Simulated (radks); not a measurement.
Effect of the nuclear size on the neodymium ion Nd39+, [Ar] 3d3. Method: Dirac Kohn-Sham, BLYP, spin-unpolarised, spherical densities, finite nucleus; open shells fill j = l - 1/2 first; Fermi nuclear charge, rms radius 4.9123 fm; computed with a radial shooting solver on a logarithmic mesh with Libxc functionals. The rms radius is varied about that value; shifts are against it.

| rms radius (fm) | total energy shift (eV) | density at nucleus (e/bohr^3) | 1s1/2 shift (meV) | 2s1/2 shift (meV) | 3s1/2 shift (meV) | 3p1/2 shift (meV) | 3d3/2 shift (meV) | 4s1/2 (empty) shift (meV) | 4p1/2 (empty) shift (meV) |
|---|---|---|---|---|---|---|---|---|---|
| 4.087 | -4.01 | 4.723e+05 | -1670 | -210 | -50.3 | 0.829 | 2.39 | -17.7 | 0.124 |
| 4.7011 | -1.08 | 4.577e+05 | -449 | -56.7 | -13.6 | 0.223 | 0.643 | -4.77 | 0.033 |
| 4.9123 | 0 | 4.533e+05 | 0.000 | 0.000 | 0.000 | 0.000 | 0.000 | 0.000 | 0.000 |
| 5.3691 | 2.47 | 4.444e+05 | 1020 | 129 | 30.9 | -0.507 | -1.47 | 10.9 | -0.075 |
| 5.4576 | 2.96 | 4.428e+05 | 1230 | 155 | 37.1 | -0.609 | -1.76 | 13.1 | -0.091 |

Slopes of the eigenvalues against <r^2> in GHz/fm^2, as finite differences over the two radii next to the reference (eigenvalue slopes, not the field-shift constants of lines): 1s1/2 52900, 2s1/2 6680, 3s1/2 1600, 3p1/2 -26.2, 3d3/2 -75.8, 4s1/2 (empty) 562, 4p1/2 (empty) -3.91.
